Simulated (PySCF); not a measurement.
boron monoxide dimer (B2O2), SMILES O=BB=O. Atoms are numbered in the order given.

```xyz
4

O      0.0000     0.0000    -2.0168
B      0.0000     0.0000    -0.8202
B      0.0000     0.0000     0.8202
O      0.0000     0.0000     2.0168
```

Geometry optimised at PBE0-D3(BJ)/def2-TZVP. One conformer was computed; it need not be the lowest.

Method: PBE/def2-TZVPD run with PySCF.

Mulliken values depend strongly on the basis, most of all with diffuse functions as here. ESP charges are fitted to the potential on shells at 1.4 to 2.0 van der Waals radii. Atomic charges (e):

```csv
atom,Mulliken,ESP fit
O1,-0.23,-0.38
B2,0.23,0.38
B3,0.23,0.38
O4,-0.23,-0.38
```
